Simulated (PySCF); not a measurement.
C3H7O, doublet, geometry from GFN2-xTB; WB97X/STO-3G run with PySCF.

Here is a job for PySCF.
```python
from pyscf import gto, scf, dft

mol = gto.Mole()
mol.atom = '''
    C     1.308612   -0.668082    0.052672
    C    -0.002269   -0.005917   -0.173843
    C    -1.270293   -0.627103    0.294917
    O     0.060232    1.371573   -0.290969
    H     1.538362   -0.772410    1.120951
    H     1.312213   -1.666400   -0.383086
    H     2.095429   -0.073487   -0.403560
    H    -2.131528   -0.199102   -0.221686
    H    -1.429941   -0.487379    1.374245
    H    -1.249572   -1.697379    0.103190
    H    -0.833119    1.730179   -0.304772
'''
mol.basis = 'sto-3g'
mol.charge = 0
mol.spin = 1
mol.verbose = 4
mol.build()

mf = dft.UKS(mol)
mf.xc = 'wb97x'
mf.kernel()
```

Output, abridged:

```
PySCF version 2.14.0

[INPUT] verbose = 4
[INPUT] num. atoms = 11
[INPUT] num. electrons = 33
[INPUT] charge = 0
[INPUT] spin (= nelec alpha-beta = 2S) = 1
[INPUT] symmetry False subgroup None
[INPUT] Mole.unit = angstrom
[INPUT] Symbol           X                Y                Z      unit          X                Y                Z       unit  Magmom
[INPUT]  1 C      1.308612000000  -0.668082000000   0.052672000000 AA    2.472918283319  -1.262492008752   0.099535654433 Bohr   0.0
[INPUT]  2 C     -0.002269000000  -0.005917000000  -0.173843000000 AA   -0.004287788577  -0.011181509479  -0.328515658673 Bohr   0.0
[INPUT]  3 C     -1.270293000000  -0.627103000000   0.294917000000 AA   -2.400505867952  -1.185052921893   0.557312359478 Bohr   0.0
[INPUT]  4 O      0.060232000000   1.371573000000  -0.290969000000 AA    0.113821983935   2.591897329848  -0.549851720739 Bohr   0.0
[INPUT]  5 H      1.538362000000  -0.772410000000   1.120951000000 AA    2.907082860438  -1.459643355875   2.118290389057 Bohr   0.0
[INPUT]  6 H      1.312213000000  -1.666400000000  -0.383086000000 AA    2.479723187094  -3.149039613975  -0.723927622155 Bohr   0.0
[INPUT]  7 H      2.095429000000  -0.073487000000  -0.403560000000 AA    3.959786923471  -0.138870303716  -0.762617874829 Bohr   0.0
[INPUT]  8 H     -2.131528000000  -0.199102000000  -0.221686000000 AA   -4.028004146842  -0.376248250853  -0.418925825650 Bohr   0.0
[INPUT]  9 H     -1.429941000000  -0.487379000000   1.374245000000 AA   -2.702196864287  -0.921012828864   2.596946678053 Bohr   0.0
[INPUT] 10 H     -1.249572000000  -1.697379000000   0.103190000000 AA   -2.361348852925  -3.207581439588   0.195000838794 Bohr   0.0
[INPUT] 11 H     -0.833119000000   1.730179000000  -0.304772000000 AA   -1.574366739172   3.269564456474  -0.575935610436 Bohr   0.0

nuclear repulsion = 125.871501412695
number of shells = 19
number of NR pGTOs = 81
number of NR cGTOs = 27
basis = sto-3g
ecp = {}

******** <class 'pyscf.dft.uks.UKS'> ********
method = UKS
initial guess = minao
damping factor = 0
level_shift factor = 0
DIIS = <class 'pyscf.scf.diis.CDIIS'>
diis_start_cycle = 1
diis_space = 8
diis_damp = 0
SCF conv_tol = 1e-09
SCF conv_tol_grad = None
SCF max_cycles = 50
direct_scf = True
direct_scf_tol = 1e-13
number electrons alpha = 17  beta = 16
XC library pyscf.dft.libxc version 7.1.2
    S. Lehtola, C. Steigemann, M. J. T. Oliveira, and M. A. L. Marques,  SoftwareX 7, 1–5 (2018)
XC functionals = wb97x
    J.-D. Chai and M. Head-Gordon,  J. Chem. Phys. 128, 084106 (2008)
radial grids:
    Treutler-Ahlrichs [JCP 102, 346 (1995); DOI:10.1063/1.469408] (M4) radial grids

becke partition: Becke, JCP 88, 2547 (1988); DOI:10.1063/1.454033
pruning grids: <function nwchem_prune>
grids dens level: 3
symmetrized grids: False
atomic radii adjust function: <function treutler_atomic_radii_adjust>
small_rho_cutoff = 0
Set gradient conv threshold to 3.16228e-05
tot grids = 125096
init E= -191.646601869205

cycle= 1 E= -191.145326252641  delta_E= 0.501  |g|= 0.272  |ddm|= 2.81
cycle= 2 E= -191.186094280202  delta_E= -0.0408  |g|= 0.174  |ddm|= 0.584
cycle= 3 E= -191.20302618955  delta_E= -0.0169  |g|= 0.0197  |ddm|= 0.209
cycle= 4 E= -191.203440637169  delta_E= -0.000414  |g|= 0.00578  |ddm|= 0.0443
cycle= 5 E= -191.203480717625  delta_E= -4.01e-05  |g|= 0.00143  |ddm|= 0.0127
cycle= 6 E= -191.203484228322  delta_E= -3.51e-06  |g|= 0.000328  |ddm|= 0.00456
cycle= 7 E= -191.203484420381  delta_E= -1.92e-07  |g|= 8.45e-05  |ddm|= 0.00105
cycle= 8 E= -191.203484433494  delta_E= -1.31e-08  |g|= 3.24e-05  |ddm|= 0.000254
cycle= 9 E= -191.20348443527  delta_E= -1.78e-09  |g|= 1.08e-05  |ddm|= 9.21e-05
cycle= 10 E= -191.203484435505  delta_E= -2.35e-10  |g|= 1.67e-06  |ddm|= 4.11e-05
Extra cycle  E= -191.203484435509  delta_E= -4.55e-12  |g|= 7.36e-07  |ddm|= 3.88e-06
converged SCF energy = -191.203484435509  <S^2> = 0.75278201  2S+1 = 2.0027801
```
